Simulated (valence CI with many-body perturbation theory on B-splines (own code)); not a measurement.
Results of a calculation; reference values are marked as such.
Level structure of Tl³⁹⁺

Method: valence CI with perturbative core correlation (CI+MBPT): six valence electrons over a frozen Dirac-Fock core [Kr], radial functions for each j: 7 s, 7 p, 8 d, 6 f, 4 g, 1 h, with the one-electron correlation potential Σ1 (screened to all orders), the two-electron term Σ2, the three-electron term Σ3, Breit, model QED; selected single and double excitations, second order for the rest, scaled by the run's own slope (own B-spline code, finite nucleus).

No measured spectrum was set against this ion. As an estimate, large intervals hold to a few tenths of a per cent, small ones and those within an open d or f shell to about a per cent. Core correlation moves these levels by up to 11000 cm⁻¹, and in measured spectra 5 to 20 % of such shifts remained as error; rates that hang on mixing are uncertain with them. Among the levels kept, up to 720 cm⁻¹ of a level comes from second order outside the variational space, and about a tenth of that is noise between levels of different J, which matters for small intervals. Only levels of the ground parity were solved; by the run's estimate the other parity begins above the list, which can be wrong where configurations are misplaced.

Levels 1 to 34 of 34, with energies above the lowest level, (4d3/2^4 4d5/2^2) J=4. "Leading %" is the weight of the configuration and term that name the level; weights of strongly mixed levels are sums over their largest components and can fall short, and the name can then belong to a minority configuration. In the jj column 3d3/2^4 stands for four electrons in 3d with j = 3/2.

| No. | Configuration | Term | J | E (cm⁻¹) | Leading % | Leading jj | g |
| --- | --- | --- | --- | --- | --- | --- | --- |
| 1 | 4d⁶ | ³F | 4 | 0 | 40 | 4d3/2^4 4d5/2^2 (97 %) | 1.249 |
| 2 | 4d⁶ | ³P | 2 | 25165 | 39 | 4d3/2^4 4d5/2^2 (97 %) | 1.269 |
| 3 | 4d⁶ | ³P | 0 | 86760 | 54 | 4d3/2^4 4d5/2^2 (92 %) |  |
| 4 | 4d⁶ | ⁵D | 3 | 202230 | 62 | 4d3/2^3 4d5/2^3 (97 %) | 1.353 |
| 5 | 4d⁶ | ⁵D | 4 | 208950 | 44 | 4d3/2^3 4d5/2^3 (96 %) | 1.180 |
| 6 | 4d⁶ | ⁵D | 1 | 218840 | 48 | 4d3/2^3 4d5/2^3 (97 %) | 1.280 |
| 7 | 4d⁶ | ³G | 5 | 238190 | 61 | 4d3/2^3 4d5/2^3 (99 %) | 1.130 |
| 8 | 4d⁶ | ³H | 6 | 240690 | 66 | 4d3/2^3 4d5/2^3 (99 %) | 1.106 |
| 9 | 4d⁶ | ³F | 2 | 259190 | 48 | 4d3/2^3 4d5/2^3 (96 %) | 0.982 |
| 10 | 4d⁶ | ³D | 3 | 264930 | 31 | 4d3/2^3 4d5/2^3 (98 %) | 1.060 |
| 11 | 4d⁶ | ³P | 0 | 293110 | 66 | 4d3/2^3 4d5/2^3 (90 %) |  |
| 12 | 4d⁶ | ³P | 1 | 308820 | 65 | 4d3/2^3 4d5/2^3 (97 %) | 1.210 |
| 13 | 4d⁶ | ³D | 2 | 311770 | 32 | 4d3/2^3 4d5/2^3 (92 %) | 1.124 |
| 14 | 4d⁶ | ¹G | 4 | 312300 | 43 | 4d3/2^3 4d5/2^3 (96 %) | 1.050 |
| 15 | 4d⁶ | ³F | 3 | 318360 | 56 | 4d3/2^3 4d5/2^3 (99 %) | 1.063 |
| 16 | 4d⁶ | ⁵D | 2 | 427110 | 62 | 4d3/2^2 4d5/2^4 (96 %) | 1.441 |
| 17 | 4d⁶ | ⁵D | 0 | 438020 | 63 | 4d3/2^2 4d5/2^4 (96 %) |  |
| 18 | 4d⁶ | ³H | 4 | 450930 | 42 | 4d3/2^2 4d5/2^4 (98 %) | 1.101 |
| 19 | 4d⁶ | ⁵D | 3 | 459600 | 30 | 4d3/2^2 4d5/2^4 (94 %) | 1.203 |
| 20 | 4d⁶ | ³H | 5 | 466620 | 61 | 4d3/2^2 4d5/2^4 (99 %) | 1.093 |
| 21 | 4d⁶ | ¹I | 6 | 480920 | 66 | 4d3/2^2 4d5/2^4 (99 %) | 1.051 |
| 22 | 4d⁶ | ³F | 3 | 486420 | 42 | 4d3/2^2 4d5/2^4 (98 %) | 0.975 |
| 23 | 4d⁶ | ³D | 1 | 492510 | 50 | 4d3/2^2 4d5/2^4 (95 %) | 0.996 |
| 24 | 4d⁶ | ¹G | 4 | 504130 | 50 | 4d3/2^2 4d5/2^4 (96 %) | 1.047 |
| 25 | 4d⁶ | ³F | 2 | 506070 | 34 | 4d3/2^2 4d5/2^4 (96 %) | 1.050 |
| 26 | 4d⁶ | ³F | 2 | 545830 | 66 | 4d3/2^2 4d5/2^4 (97 %) | 0.887 |
| 27 | 4d⁶ | ³F | 4 | 561100 | 61 | 4d3/2^2 4d5/2^4 (98 %) | 1.158 |
| 28 | 4d⁶ | ¹D | 2 | 619010 | 78 | 4d3/2^2 4d5/2^4 (96 %) | 1.025 |
| 29 | 4d⁶ | ³P | 1 | 676770 | 61 | 4d3/2 4d5/2^5 (98 %) | 1.496 |
| 30 | 4d⁶ | ¹S | 0 | 677430 | 79 | 4d3/2^2 4d5/2^4 (93 %) |  |
| 31 | 4d⁶ | ¹G | 4 | 722630 | 38 | 4d3/2 4d5/2^5 (97 %) | 1.031 |
| 32 | 4d⁶ | ³P | 2 | 739530 | 32 | 4d3/2 4d5/2^5 (96 %) | 1.184 |
| 33 | 4d⁶ | ³F | 3 | 746390 | 38 | 4d3/2 4d5/2^5 (97 %) | 1.066 |
| 34 | 4d⁶ | ³P | 0 | 950520 | 59 | 4d5/2^6 (96 %) |  |

The ionisation energy to 4d⁵ ⁴P5/2 of the next ion comes out as 1863.3 eV (NIST: 1862 ± 4 eV (theoretical)). All 34 levels together are meant to be complete up to 987460 cm⁻¹.
